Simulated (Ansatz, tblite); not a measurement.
Forces on the cluster B7H13 at its B3LYP-D4/def2-SVP geometry. Total charge 0; singlet.

The xTB rows come from tblite. Another isomer (singlet) lies 0.75 eV lower at PBE0-D4/def2-TZVP; other spin states weren't run for this one.

GFN1-xTB (tblite), largest force 1.18 eV/Å:

```xyz
20
positions Å, forces eV/Å
B    -1.150   -0.300    1.749   -0.090    0.258    0.541
B    -1.198    0.642    0.101   -0.948    0.264    0.478
B    -0.488   -0.337   -1.208    0.168   -0.317   -0.960
B     0.387    1.119   -0.680    0.563    0.957   -0.411
B     1.343   -0.168   -1.213    0.013   -0.351   -0.633
B     2.061    0.552    0.136    0.474    0.351    0.358
B    -1.309   -1.081    0.219   -0.488   -0.731   -0.009
H     3.186    0.876   -0.142   -0.318   -0.006    0.208
H    -2.129   -0.548    2.400    0.324    0.184   -0.099
H    -2.285   -1.734   -0.012    0.285    0.247    0.107
H    -1.023   -0.531   -2.261    0.159    0.096    0.325
H     1.927   -0.314   -2.247   -0.126    0.175    0.364
H    -2.112    1.394   -0.078    0.310   -0.292    0.051
H     0.315    2.102   -1.361    0.021   -0.278    0.204
H     1.738    0.613    1.292    0.308   -0.107   -0.298
H    -0.192    0.160    2.311   -0.339   -0.283    0.005
H    -0.674   -1.514    1.288    0.010   -0.086    0.058
H     1.933   -0.785   -0.212   -0.020   -0.153    0.017
H    -0.129    1.305    0.530   -0.109    0.141   -0.272
H    -0.201   -1.451   -0.614   -0.197   -0.067   -0.034
```

GFN2-xTB (tblite), largest force 0.69 eV/Å:

```
B 0.017 -0.068 0.343
B -0.412 0.205 0.164
B 0.247 -0.420 -0.310
B 0.050 0.516 -0.403
B -0.130 -0.141 -0.240
B 0.348 -0.013 0.304
B -0.061 -0.418 -0.068
H -0.476 0.009 0.377
H 0.533 0.324 -0.035
H 0.370 0.250 0.141
H 0.217 0.154 0.352
H -0.206 0.103 0.451
H 0.311 -0.334 0.099
H 0.106 -0.287 0.310
H 0.549 0.004 -0.416
H -0.586 -0.273 0.118
H -0.255 0.078 -0.107
H -0.059 0.091 -0.242
H -0.217 0.035 -0.627
H -0.344 0.185 -0.211
```

PBE-D4/def2-TZVP (Ansatz), largest force 0.27 eV/Å:

```
B -0.044 -0.059 -0.227
B 0.064 -0.069 0.013
B -0.026 0.118 0.049
B -0.053 -0.068 0.017
B 0.032 0.079 -0.018
B -0.164 -0.092 -0.191
B -0.093 0.153 -0.038
H -0.084 -0.046 0.016
H 0.094 -0.008 -0.050
H 0.106 0.040 0.023
H 0.055 0.003 0.108
H -0.051 -0.011 0.097
H 0.096 -0.083 0.018
H 0.004 -0.093 0.062
H 0.001 0.012 -0.022
H -0.030 0.002 -0.037
H -0.031 0.064 0.055
H 0.036 0.090 0.037
H 0.046 0.020 0.055
H 0.040 -0.051 0.033
```
